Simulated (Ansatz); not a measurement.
System: GaHBr2, charge 0, singlet. GaHBr2 (SMILES [Br][GaH][Br]).
B3LYP-D3(BJ)/def2-TZVP minimum from Ansatz (a quantum-chemistry and plane-wave program):
```
Ga
H 1 1.5498
Br 1 2.2919 2 121.98
Br 1 2.2919 2 121.98 3 -180.00
```

Atomisation energy term by term, kcal/mol (programs: Ansatz). Radicals and triplets start from unrestricted determinants; spin-orbit coupling is neglected. Correlated methods leave the cores frozen (noble-gas shells, and filled d and f shells in the p block). No relativity. CBS(X,Y): correlation extrapolated as X^-3, Hartree-Fock from the larger set (Q,5: extrapolated as (X+1)exp(-9√X)). A bracket is a step between two methods taken in the basis named. For partners of very few electrons the exact lower level stands in for a higher one. Spin-orbit terms, left out, reach several kcal/mol for Br and I, and more for heavier atoms.

```json
[
 {"term": "Hartree-Fock", "basis": "CBS(cc-pVQZ,cc-pV5Z)", "kcal/mol": "167.59"},
 {"term": "CCSD correlation", "basis": "CBS(cc-pVQZ,cc-pV5Z)", "kcal/mol": "52.81"},
 {"term": "(T)", "basis": "CBS(cc-pVQZ,cc-pV5Z)", "kcal/mol": "5.22"},
 {"term": "CCSDT(Q) - CCSD(T)", "basis": "cc-pVTZ", "kcal/mol": "0.11"},
 {"term": "sum: De", "basis": "", "kcal/mol": "225.7"}
]
```

The step beyond CCSD(T) by other levels: CCSDT(Q) in cc-pVDZ 0.35 kcal/mol.
